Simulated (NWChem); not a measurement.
# CH₅BO₂; SMILES COBO

```xyz
9

B     -0.6464     0.7110    -0.0002
H     -1.7209     1.2705    -0.0002
O      0.5292     1.3974    -0.0001
H      0.3963     2.3485     0.0001
O     -0.6536    -0.6376    -0.0005
C      0.5211    -1.4106    -0.0005
H      0.5316    -2.0570     0.8913
H      0.5303    -2.0586    -0.8911
H      1.4289    -0.7886    -0.0017
```
Atoms are numbered in this order, from 1.

Level: PBE0/def2-SVP (NWChem), optimised geometry, unscaled harmonic frequencies. 

### Question
List the harmonic frequencies with IR intensities, and the thermochemistry.

### Answer
```
frequency (cm⁻¹)  IR intensity (km/mol)
----------------  ---------------------
23                                  0.0
262                                 9.7
276                                29.7
542                                78.4
598                                 2.9
922                                58.1
931                                79.4
1012                               37.9
1157                               42.2
1188                                0.1
1197                               47.3
1268                              154.9
1428                              199.5
1476                                1.0
1479                                4.2
1539                              285.0
2616                              185.6
3050                               48.8
3141                               24.7
3158                               13.7
3948                              112.9
```

- zero-point energy = 44.6 kcal/mol
- thermal correction to the enthalpy at 298.15 K (with zero-point energy) = 48.5 kcal/mol
- heat capacity Cv = 16.0 cal/(mol K)
- entropy at 298.15 K and 1 atm (symmetry number 1) = 73.2 cal/(mol K)
- dipole moment = 1.37 D

Rigid rotor and harmonic oscillator; modes under 100 cm⁻¹ make the entropy uncertain.
